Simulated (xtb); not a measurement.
xtb input (GFN2-xTB):

```bash
xtb mol.xyz --gfn 2 --sp --chrg 1 --uhf 0
```
mol.xyz:
```
9

F     -0.09631179     2.22161096     0.44390524
C      0.05654232     1.00127400     0.18223807
C      1.16265498     0.22081775    -0.16497726
F      2.40649592     0.45705478    -0.34147457
C      0.36165374    -0.92184793    -0.24157884
F      0.59363845    -2.12715598    -0.51447441
C     -0.93228496    -0.17706463     0.13228845
F     -1.48041633    -0.51891458     1.28886810
F     -1.85578364    -0.11471465    -0.81547130
```

End of the output:

```
         :::::::::::::::::::::::::::::::::::::::::::::::::::::
         ::                     SUMMARY                     ::
         :::::::::::::::::::::::::::::::::::::::::::::::::::::
         :: total energy             -31.552503242200 Eh    ::
         :: gradient norm              0.025751565117 Eh/a0 ::
         :: HOMO-LUMO gap              1.960261578712 eV    ::
         ::.................................................::
         :: SCC energy               -31.727795137919 Eh    ::
         :: -> isotropic ES            0.190119735167 Eh    ::
         :: -> anisotropic ES          0.014284120808 Eh    ::
         :: -> anisotropic XC         -0.024339452193 Eh    ::
         :: -> dispersion             -0.005181298708 Eh    ::
         :: repulsion energy           0.175291895719 Eh    ::
         :: add. restraining           0.000000000000 Eh    ::
         :: total charge               1.000000000000 e     ::
         :::::::::::::::::::::::::::::::::::::::::::::::::::::

           -------------------------------------------------
          |                Property Printout                |
           -------------------------------------------------

    * Orbital Energies and Occupations

         #    Occupation            Energy/Eh            Energy/eV
      -------------------------------------------------------------
         1        2.0000           -1.1692233             -31.8162
       ...           ...                  ...                  ...
        13        2.0000           -0.8716450             -23.7187
        14        2.0000           -0.8677914             -23.6138
        15        2.0000           -0.8632404             -23.4900
        16        2.0000           -0.8442637             -22.9736
        17        2.0000           -0.8354192             -22.7329
        18        2.0000           -0.8282117             -22.5368
        19        2.0000           -0.8159080             -22.2020
        20        2.0000           -0.7736035             -21.0508
        21        2.0000           -0.7718707             -21.0037
        22        2.0000           -0.7632391             -20.7688
        23        2.0000           -0.7574782             -20.6120
        24        2.0000           -0.7473081             -20.3353
        25        2.0000           -0.7333677             -19.9560 (HOMO)
        26                         -0.6613294             -17.9957 (LUMO)
        27                         -0.5411061             -14.7242
        28                         -0.3284005              -8.9362
        29                         -0.2937376              -7.9930
        30                         -0.1986251              -5.4049
        31                         -0.1499919              -4.0815
        32                         -0.1073108              -2.9201
        33                         -0.0928610              -2.5269
        34                         -0.0739571              -2.0125
        35                          0.0766473               2.0857
        36                          0.4645893              12.6421
      -------------------------------------------------------------
                  HL-Gap            0.0720383 Eh            1.9603 eV
             Fermi-level           -0.6973485 Eh          -18.9758 eV

     #   Z          covCN         q      C6AA      α(0)
     1   9 F        0.785     0.089     8.645     3.473
     2   6 C        3.245     0.229    22.388     7.665
     3   6 C        2.950     0.213    23.502     7.951
     4   9 F        0.785    -0.002     9.381     3.618
     5   6 C        3.245     0.229    22.388     7.665
     6   9 F        0.785     0.089     8.645     3.473
     7   6 C        3.721     0.351    15.551     5.632
     8   9 F        0.787    -0.099    10.241     3.780
     9   9 F        0.787    -0.099    10.241     3.780

 Mol. C6AA /au·bohr⁶  :       1110.356511
 Mol. C8AA /au·bohr⁸  :      25713.324261
 Mol. α(0) /au        :         47.038546

Wiberg/Mayer (AO) data.
largest (>0.10) Wiberg bond orders for each atom

 ---------------------------------------------------------------------------
     #   Z sym  total        # sym  WBO       # sym  WBO       # sym  WBO
 ---------------------------------------------------------------------------
     1   9 F    1.551 --     2 C    1.280
     2   6 C    3.894 --     3 C    1.292     1 F    1.280     7 C    0.900
                             5 C    0.157
     3   6 C    3.938 --     2 C    1.292     5 C    1.292     4 F    1.146
     4   9 F    1.370 --     3 C    1.146
     5   6 C    3.894 --     3 C    1.292     6 F    1.280     7 C    0.900
                             2 C    0.157
     6   9 F    1.551 --     5 C    1.280
     7   6 C    3.924 --     8 F    1.010     9 F    1.010     5 C    0.900
                             2 C    0.900
     8   9 F    1.179 --     7 C    1.010
     9   9 F    1.179 --     7 C    1.010
 ---------------------------------------------------------------------------

Topologies differ in total number of bonds
Writing topology from bond orders to xtbtopo.mol

molecular dipole:
                 x           y           z       tot (Debye)
 q only:        0.727       0.138      -0.103
   full:        0.840       0.160      -0.119       2.195
molecular quadrupole (traceless):
                xx          xy          yy          xz          yz          zz
 q only:       -1.649      -0.967       4.603      -0.493       1.704      -2.955
  q+dip:       -2.681      -1.262       5.043      -0.252       1.720      -2.362
   full:       -3.442      -1.330       4.197       0.188       1.227      -0.755

           -------------------------------------------------
          | TOTAL ENERGY              -31.552503242200 Eh   |
          | GRADIENT NORM               0.025751565117 Eh/α |
          | HOMO-LUMO GAP               1.960261578712 eV   |
           -------------------------------------------------

------------------------------------------------------------------------
------------------------------------------------------------------------
 total:
 SCF:
Note: The following floating-point exceptions are signalling: IEEE_DENORMAL
normal termination of xtb
```
